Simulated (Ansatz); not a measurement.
Consider the cleavage of the Si–Si bond: `C[SiH2][SiH2]O` + `CN[SiH2]O` → `CN([SiH2]O)[SiH2]O` + `C[SiH3]`.

Computed with Ansatz on PBE0-D4/def2-TZVP structures; ΔE is electronic, products minus reactants. CBS: MP2 limit from def2 TZ/QZ plus the TZ coupled-cluster correction, frozen cores. This one scheme is used for every species. DFT in def2-TZVPP. Each species was taken in one conformer, which may not be the lowest.

| level | ΔE (kJ/mol) |
| --- | --- |
| PBE-D4 | -61.4 |
| r2SCAN-D4 | -77.2 |
| ωB97X-V | -78.6 |
| PBE0 | -63.2 |

**Question.** What does CCSD(T)/CBS give? (An estimate is asked.)

**Answer.** Ansatz gave: -82.6 kJ/mol. The listed levels differ from it by 21.2, 5.4, 4.0, 19.4 kJ/mol.

Largest T1 diagnostic among the species: 0.012.

The D4 term adds −9.9 kJ/mol with B3LYP and −5.1 kJ/mol with PBE0; it sums over pairs of atoms, weighted by their polarisabilities, and B3LYP, whose exchange is more repulsive, gets the larger term. From PBE to PBE0 (25 % exact exchange), in def2-TZVPP and without D4, ΔE moves by −7.8 kJ/mol.

B3LYP here is the variant with VWN-RPA as its local correlation; programs differ in this.
